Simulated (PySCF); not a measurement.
## Dipole response of Fe (iron, neutral)

[Ar] 3d6 4s2, high-spin 5D determinant. Calculation: PySCF 2.14, in def2-QZVPPD (11s6p5d4f2g, 100 functions); no relativity, point nucleus. Coupled (time-dependent) response in atomic units; α is the mean over directions.

| method | mean α (bohr³) | α xx, yy, zz | C₆ (like pair) | S(−4) |
| --- | --- | --- | --- | --- |
| PBE0 | 67.20 | 66.87, 66.87, 67.87 | 615.0 | 2570 |
| TPSSh | 69.31 | 68.19, 68.19, 71.57 | 646.8 | 2795 |

S(−4) is the Cauchy moment in α(ω) = α(0) + S(−4) ω² + …

Reference α: 62 ± 4 bohr³ (recommended; Schwerdtfeger and Nagle, table of static dipole polarizabilities (2023 update)). Published C₆: 482.0 (Chu and Dalgarno (2004); Tang, Norbeck and Certain (1976)).

α(iu) at PBE0:

| u (hartree) | α(iu) (bohr³) |
| --- | --- |
| 0 | 67.20 |
| 0.0500 | 61.49 |
| 0.100 | 49.70 |
| 0.200 | 29.63 |
| 0.300 | 18.75 |
| 0.500 | 9.626 |
| 0.750 | 5.578 |
| 1.00 | 3.809 |
| 1.50 | 2.243 |
| 2.00 | 1.535 |
| 3.00 | 0.8777 |
| 5.00 | 0.4079 |

The components differ because the open shell of this determinant is not spherical; for a pure term their mean is the scalar polarisability.
